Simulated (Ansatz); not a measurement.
`F[SiH](F)F` and `C[SiH](F)F` differ in one atom or group.

Ansatz, PBE0-D4/def2-TZVP geometries, multiplicity 1. 

| property | `F[SiH](F)F` |
| --- | --- |
| HOMO–LUMO gap (PBE0/def2-TZVPP) / eV | 12.25 |
| zero-point energy (PBE0-D4/def2-TZVP) / kJ/mol | 47.3 |
| HOMO energy (ωB97M-V/def2-TZVPP) / eV | -13.56 |
| LUMO energy (PBE/def2-TZVPP) / eV | 0.14 |
| HOMO energy (PBE/def2-TZVPP) / eV | -9.55 |
| size of the dipole moment (PBE/def2-TZVPP) / D | 1.21 |

Task: What does the change do to each property? (Estimate.)

Result: Ansatz gave: 
| property | `C[SiH](F)F` | shift |
| --- | --- | --- |
| HOMO–LUMO gap (PBE0/def2-TZVPP) / eV | 10.42 | -1.83 |
| zero-point energy (PBE0-D4/def2-TZVP) / kJ/mol | 135.0 | 87.7 |
| HOMO energy (ωB97M-V/def2-TZVPP) / eV | -11.64 | 1.92 |
| LUMO energy (PBE/def2-TZVPP) / eV | 0.14 | 0.00 |
| HOMO energy (PBE/def2-TZVPP) / eV | -7.91 | 1.64 |
| size of the dipole moment (PBE/def2-TZVPP) / D | 2.04 | 0.83 |

The zero-point energy changes by 87.7 kJ/mol with +9 modes. Dipoles are sizes alone; their direction can turn.
